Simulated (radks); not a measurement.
Results of a calculation; reference values are marked as such.
Problem. All-electron atom: Nd24+ in [Kr]. Code: a radial shooting solver on a logarithmic mesh with Libxc functionals. Model: scalar-relativistic Kohn-Sham, LB94 model potential, spin-polarised, spherical densities, finite nucleus; Fermi nuclear charge, rms radius 4.9123 fm. Some entries of the table are withheld. Estimate them.

| orbital | occ. | eigenvalue (eV) | r(max) (bohr) | <r> (bohr) |
|---|---|---|---|---|
| 1s | 2 | -44330.77 | 0.01509 | 0.02360 |
| 2s | 2 | -7819.273 | 0.08539 | 0.1007 |
| 2p | 6 | -7077.316 | 0.06881 | 0.08850 |
| 3s | 2 | -2263.964 | 0.2428 | 0.2640 |
| 3p | 6 | (1) | 0.2375 | 0.2615 |
| 3d | 10 | -1706.975 | 0.1940 | 0.2376 |
| 4s | 2 | -953.4569 | 0.5392 | 0.5584 |
| 4p | 6 | -869.2767 | 0.5547 | 0.5757 |
| 4d | 0 | (2) | (3) | 0.5865 |
| 5s | 0 | -530.4589 | 1.001 | 0.9805 |

Solution. 
(1) 3p eigenvalue (eV): -2029.159
(2) 4d eigenvalue (eV): -751.7101
(3) 4d r(max) (bohr): 0.5579
